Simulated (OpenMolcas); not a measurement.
**Ne³⁺: effect of the IPEA shift**

```
Program             : OpenMolcas
Basis               : ANO-RCC [8s7p4d3f2g]
Scalar Hamiltonian  : DKH2, point nucleus
Active space        : 3 electrons in 9 orbitals (RAS2 2p; RAS3 3s 3d, at most 1 electron)
State averaging     : 2S+1 = 4 odd, 1 root; 2S+1 = 2 odd, 8 roots
Spin-orbit coupling : RASSI with atomic mean-field integrals over the reference wave functions, term energies averaged over their components
```

Methods on the same reference wave functions:
A. RASSCF
B. SS-RASPT2, IPEA 0 Eh, imaginary shift 0.1 Eh (closed shells correlated: 1s 2s)
C. SS-RASPT2, IPEA 0.25 Eh, imaginary shift 0.1 Eh (closed shells correlated: 1s 2s)

Energies in cm⁻¹ above 2s² 2p³ ⁴S°_3/2.

```csv
Level,A,B,C
2s² 2p³ ⁴S°_3/2,0.0,0.0,0.0
2s² 2p³ ²D°_3/2,45098,41830,41790
2s² 2p³ ²D°_5/2,45118,41850,41810
2s² 2p³ ²P°_1/2,74891,67290,67380
2s² 2p³ ²P°_3/2,74916,67320,67410
```

Between B and C the level of the table that moves most is 2s² 2p³ ²P°_1/2, by 89 cm-1 (lowest in B, highest in C). Moves below CASPT2's spread within the term are not significant.

From A to B the spin-free energies of the other terms of 2s² 2p³ shown, above ⁴S°, scale by factors of 0.90 to 0.93.

The lowest spin-free term lies below A's lowest term by 0.164 hartree in B, 0.160 hartree in C.

Term energies are means over components that CASPT2 splits; among the terms shown or strongly mixed into the levels shown the widest spread is 100 cm-1 (2s² 2p³ ²D°, C). With the s shell closed, the reference lacks s² → p² mixing. Levels of configurations outside the active space are missing.

° marks odd parity.
